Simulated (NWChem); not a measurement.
System: H2TeS; SMILES S[TeH]

NWChem input:

```
start job
memory heap 200 mb stack 900 mb global 1100 mb
geometry units angstroms
  Te     0.218558    -0.284496     0.332623
  H      0.240507    -1.573542    -0.695515
  S     -0.811907     1.152044    -1.272192
  H     -2.080101     0.940006    -0.941379
end
basis spherical
  * library def2-svp
end
ecp
  Te library def2-ecp
end
dft
  xc pbe0
  iterations 150
end
driver
  maxiter 120
end
task dft optimize
dft
  grid fine
  convergence energy 1d-8 density 1d-7
end
task dft freq numerical
```

def2 effective core potentials on Te; no spin-orbit coupling.

The level has its own optimisation; frequencies are unscaled.

**Question.** Predict the main results of this run. (PBE0/def2-SVP with def2 effective core potentials on Te.) Quantities: r H–Te (Å); r S–Te (Å); r H–S (Å); highest harmonic frequency (cm⁻¹); lowest (cm⁻¹); zero-point energy (kcal/mol).

**Answer.** 
```yaml
r H–Te (Å): 1.673
r S–Te (Å): 2.413
r H–S (Å): 1.353
highest harmonic frequency (cm⁻¹): 2697
lowest (cm⁻¹): 359
zero-point energy (kcal/mol): 10.0
```
